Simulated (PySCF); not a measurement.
System: H4AlN, singlet: twist about the double or partial double bond, both ends planar. Scanned: twist about the central bond. Other coordinates (Al-N length, H-Al-N angle, H-N-Al angle, Al-H length, N-H length) were minimised at PBE0/def2-TZVP.

Levels: PBE/cc-pVTZ (PySCF); CAM-B3LYP/cc-pVTZ (PySCF); CCSD(T) on RHF/cc-pVTZ, 6 core orbitals frozen (PySCF).

Energies relative to the lowest point of each profile, in kcal/mol; the last columns give the difference from CCSD(T):

```json
[
 {"at / °": "0", "PBE": "0.00", "CAM-B3LYP": "0.00", "CCSD(T)": "0.00", "PBE − CCSD(T)": "0.00", "CAM-B3LYP − CCSD(T)": "0.00"},
 {"at / °": "7.50", "PBE": "0.18", "CAM-B3LYP": "0.18", "CCSD(T)": "0.18", "PBE − CCSD(T)": "0.00", "CAM-B3LYP − CCSD(T)": "0.00"},
 {"at / °": "15", "PBE": "0.71", "CAM-B3LYP": "0.72", "CCSD(T)": "0.72", "PBE − CCSD(T)": "-0.01", "CAM-B3LYP − CCSD(T)": "0.00"},
 {"at / °": "22.50", "PBE": "1.57", "CAM-B3LYP": "1.57", "CCSD(T)": "1.59", "PBE − CCSD(T)": "-0.02", "CAM-B3LYP − CCSD(T)": "-0.02"},
 {"at / °": "30", "PBE": "2.72", "CAM-B3LYP": "2.70", "CCSD(T)": "2.74", "PBE − CCSD(T)": "-0.02", "CAM-B3LYP − CCSD(T)": "-0.04"},
 {"at / °": "37.50", "PBE": "4.10", "CAM-B3LYP": "4.04", "CCSD(T)": "4.10", "PBE − CCSD(T)": "-0.01", "CAM-B3LYP − CCSD(T)": "-0.07"},
 {"at / °": "45", "PBE": "5.61", "CAM-B3LYP": "5.50", "CCSD(T)": "5.60", "PBE − CCSD(T)": "0.01", "CAM-B3LYP − CCSD(T)": "-0.09"},
 {"at / °": "52.50", "PBE": "7.18", "CAM-B3LYP": "7.01", "CCSD(T)": "7.12", "PBE − CCSD(T)": "0.05", "CAM-B3LYP − CCSD(T)": "-0.11"},
 {"at / °": "60", "PBE": "8.70", "CAM-B3LYP": "8.45", "CCSD(T)": "8.59", "PBE − CCSD(T)": "0.11", "CAM-B3LYP − CCSD(T)": "-0.13"},
 {"at / °": "67.50", "PBE": "10.05", "CAM-B3LYP": "9.73", "CCSD(T)": "9.87", "PBE − CCSD(T)": "0.18", "CAM-B3LYP − CCSD(T)": "-0.15"},
 {"at / °": "75", "PBE": "11.13", "CAM-B3LYP": "10.73", "CCSD(T)": "10.88", "PBE − CCSD(T)": "0.25", "CAM-B3LYP − CCSD(T)": "-0.15"},
 {"at / °": "82.50", "PBE": "11.82", "CAM-B3LYP": "11.37", "CCSD(T)": "11.52", "PBE − CCSD(T)": "0.30", "CAM-B3LYP − CCSD(T)": "-0.15"},
 {"at / °": "90", "PBE": "12.07", "CAM-B3LYP": "11.59", "CCSD(T)": "11.75", "PBE − CCSD(T)": "0.32", "CAM-B3LYP − CCSD(T)": "-0.16"}
]
```

PBE is furthest from CCSD(T) at 90 (0.32 kcal/mol, above); its mean absolute difference over the points is 0.10 kcal/mol.

CAM-B3LYP is furthest from CCSD(T) at 90 (-0.16 kcal/mol, below); its mean absolute difference over the points is 0.08 kcal/mol.

Near 90° the triplet can lie below this singlet.
